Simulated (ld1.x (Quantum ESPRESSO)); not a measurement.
**Configuration tests for ytterbium (Yb) (TM semilocal)**

```
Element                 : ytterbium (Yb)
Generator               : ld1.x (Quantum ESPRESSO) 7.5
Type                    : norm-conserving Troullier–Martins (semilocal form)
Functional              : revPBE
Relativity              : scalar-relativistic
Frozen core             : [Kr] 4d10
Valence charge          : 24
Reference configuration : 4f14 5s2 5p6 5d0 6s1.75 6p0 (charge +0.25)
Partial waves           : 5s (bound): rc 1.10 bohr; 5d (bound, empty): rc 2.90 bohr; 4f (bound): rc 0.70 bohr; 5p (bound): rc 1.70 bohr
Local potential         : the p channel
Core correction         : none
```

Occupied shells without a wave of their own: 6s. They enter only through the test configuration that unscreens the potential.

Energies are relative to the spin-unpolarised reference configuration 4f14 5s2 5p6 5d0 6s1.75 6p0; without spin polarisation the order of configurations can differ from experiment.

```
     valence configuration  charge  ΔE all-electron (eV)  error AE − PS (meV)
  4f14 5s2 5p6 5d0 6s2 6p0       0                -1.121                 +8.4
  4f13 5s2 5p6 5d0 6s0 6p0      +3                43.942                 -133
4f14 5s2 5p6 5d0 6s1.5 6p0    +0.5                 1.440                 -9.7
  4f13 5s2 5p6 5d1 6s2 6p0       0                 3.948                  -33
  4f14 5s2 5p6 5d1 6s1 6p0       0                 2.119                  -25
```

(1) What are ΔE and the potential's error for 4f14 5s2 5p6 5d0 6s0 6p0?

(2) What are ΔE and the potential's error for 4f14 5s2 5p6 5d0 6s1 6p0?

A Bessel basis up to 400 Ry misses an occupied level by 0.06 Ry, so cutoffs and ghosts were not judged.

## Answers

(1) ΔE = 17.433 eV all-electron; the error (AE − PS) is -107 meV.

(2) ΔE = 5.320 eV all-electron; the error (AE − PS) is -34 meV.
